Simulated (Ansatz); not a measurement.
Geometry optimisation, RKS PBE0/def2-SVP in Ansatz.

Input file:

```yaml
crystal:
  periodic: [false, false, false]
  atoms:
    - { symbol: Sn, position_ang: [0.0, 0.0, 0.0] }
    - { symbol: H, position_ang: [0.923, 0.0, 1.7063] }
    - { symbol: Cl, position_ang: [2.5085, 0.0, 0.7209] }
    - { symbol: Cl, position_ang: [-1.1351, 1.9666, -0.8025] }
    - { symbol: C, position_ang: [-1.0126, -1.7544, -0.716] }
    - { symbol: H, position_ang: [-1.5123, -2.2661, 0.1329] }
    - { symbol: H, position_ang: [-1.7727, -1.4617, -1.4701] }
    - { symbol: H, position_ang: [-0.2768, -2.4431, -1.1811] }
basis:
  gaussian: { orbitals: def2-SVP }
hamiltonian:
  xc: pbe0
relax:
  f_tol: 0.15
  max_steps: 25
  restrain:
    - { distance: [1, 2], at: 2.57, k: 30.0 }
    - { distance: [0, 1], at: 1.74, k: 30.0 }
    - { distance: [0, 2], at: 2.41, k: 30.0 }
```

Launched with:

```bash
$ ansatz run input.yaml --threads 2 --pin off --max-ram 3072MiB --backend cpu --events-out ev --progress --plain --runs-dir out
```

**Question.** Where does it end, and by what steps?

**Answer.** The run converged. The restraints hold the end off the free minimum; the threshold counts their pulls, which the force column leaves out. Restrained pairs: H2–Cl3 (1.87 → 2.61 Å), Sn1–H2 (1.94 → 1.71 Å), Sn1–Cl3 (2.61 → 2.38 Å). After 6 steps the energy has fallen by 2.177 eV (the restraints' own energy left out); Cl3 moved furthest, 0.61 Å.

```csv
step,energy less start (eV),largest force component (eV/Å),accepted
0,0.0000,3.202,yes
1,-0.8385,1.905,yes
2,-1.4941,1.398,yes
3,-2.0404,1.167,yes
4,-2.1600,1.095,yes
5,-2.1678,1.168,yes
6,-2.1769,1.142,yes
```

```xyz
8
Properties=species:S:1:pos:R:3
Sn -0.006 -0.077 0.260
H 0.453 0.138 1.896
Cl 2.373 -0.083 0.136
Cl -0.866 1.876 -0.720
C -0.943 -1.745 -0.677
H -1.490 -2.330 0.078
H -1.638 -1.375 -1.444
H -0.161 -2.364 -1.139
```

The run took 23 s on 2 threads of Arm Neoverse V1, with other jobs on the host, peak memory 0.22 GiB.
